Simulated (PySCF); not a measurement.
M(OH)₂ across the fourth-period p block

Level: PBE0, basis family def2-TZVP, no relativity.

Each entry is the lowest minimum that a search over a few typed start shapes (and spin states, where more than one is plausible) found, or that minimum re-optimised at the stated level; isomers with ligand–ligand bonds, or fragments after loss of a ligand pair, can lie lower. Open shells are unrestricted; no spin–orbit coupling; PySCF with density fitting.

```csv
molecule,2S+1,point group,mean bond to the central atom (Å),gap (eV),dipole (D),atomisation (kJ/mol),distinct angles (°)
Ga(OH)₂,2,C2v,1.797,–,2.97,1559,114/114
Ge(OH)₂,1,C2v,1.790,6.39,1.61,1725,119/102
Se(OH)₂,?,?,?,?,?,?,?
```

Fill in the row of Se(OH)₂.

2S+1: 1; point group: C2; mean bond to the central atom (Å): 1.782; gap (eV): 5.78; dipole (D): 0.05; atomisation (kJ/mol): 1459; distinct angles (°): 108/101.

Left out of the table are members whose search was unfinished or whose lowest solution was spin-contaminated, unstable, very soft or bonded differently.
